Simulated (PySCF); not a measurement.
## Assignment exercise: C5H4F4O2

Bonds (- single, = double, # triple, : aromatic): F1-C2 1.341 Å, C2-F3 1.330 Å, C2-F4 1.328 Å, C2-O5 1.335 Å, O5-C6 1.416 Å, C6-F7 1.377 Å, C6-C8 1.505 Å, C8=C9 1.322 Å, C9-C10 1.493 Å, C10-O11 1.430 Å, O11-C6 1.363 Å. C8 carries H12; C9 carries H13; C10 carries H14, H15. Stereochemistry as in FC(F)(F)O[C@@]1(F)C=CCO1. H14 is pro-R; H15 is pro-S.

PySCF 2.14.0 with density-fitted response routines calculation with NMR shieldings at PBE0/pcSseg-1/GIAO and geometry: GFN2-xTB; fast rotation and ring inversion assumed for equivalent nuclei, non-relativistic Hamiltonian, a single conformation, gas phase.

Scale: TMS for ¹³C, ¹H (reference shieldings calculated alike).

Problem. Assign these signals to the numbered atoms. ¹³C{¹H} NMR (computed): δ 142.3 (CH), 137.1 (C), 133.5 (CH), 129.4 (C), 81.3 (CH2).

Solution. 
| δ (ppm) | atoms | environment | reason |
| --- | --- | --- | --- |
| 142.3 | C9 | alkene CH | the olefinic region |
| 137.1 | C6 | sp3 carbon bearing two oxygens | 3 electronegative neighbours deshield it |
| 133.5 | C8 | alkene CH | the olefinic region |
| 129.4 | C2 | CF3 carbon | 4 electronegative neighbours deshield it |
| 81.3 | C10 | allylic sp3 CH2 bonded to O | the inductive effect lowers its shielding |

Problem. Assign these signals to the numbered atoms. ¹H NMR (600 MHz, computed): δ 6.46 (m, 1H), 6.11 (m, 1H), 5.26 (m, 1H), 5.24 (m, 1H).

Solution. 
6.46 → H13, hydrogen on an alkene CH: attached to an sp2 carbon and in the plane of the double bond
6.11 → H12, hydrogen on an alkene CH
5.26 → H15, hydrogen on an allylic sp3 CH2 bonded to O: its carbon carries O, hence the downfield position
5.24 → H14, hydrogen on an allylic sp3 CH2 bonded to O

H15 and H14 lie closer than the usual error of such a calculation, so a measured spectrum could show them in the other order.

Splittings by ¹⁹F in the carbon and heteronuclear signals aren't shown, as no couplings were computed. Shifts are as computed. Against solution values, carbons near 30 ppm lie about +3 ppm off and those near 130 ppm about +5 ppm. Of 1211 compounds with measured shifts, 218 miss one by over three times the rms of a fit or turn the order of signals round; such compounds aren't used in these exercises. Multiplicities follow the n + 1 count of equivalent neighbours, as no J values were calculated; m marks all less simple cases, F and P coupling included.
